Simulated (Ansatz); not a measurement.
Z-matrix (Å, degrees):
```
C
C 1 1.543
Si 1 2.278 2 55.8
O 1 1.447 2 102.6 3 2.2
H 1 1.093 2 114.1 3 120.5
H 1 1.093 2 110.2 3 -115.6
O 2 1.414 1 110.3 3 118.9
H 2 1.096 1 112.0 3 -116.2
H 3 1.488 1 123.6 2 -93.3
H 3 1.489 1 127.3 2 95.2
H 7 0.960 2 108.8 1 -170.0
```

The species carries charge 0 and has multiplicity 1.

List the PBE/def2-TZVPP orbital energies in eV (the Gaussian-basis code of Ansatz). (Estimate.)

The calculation gave: Occupied: -1780.00, -510.55, -510.09, -270.41, -270.26, -137.70, -94.47, -94.41, -94.40, -25.93, -25.25, -18.09, -15.36, -13.26, -12.62, -11.57, -10.80, -10.46, -9.38, -8.62, -8.26, -7.27, -6.51, -5.86. Lowest empty: -1.28, 0.10, 0.32, 1.18, 1.29, 1.52, 1.84, 2.58.
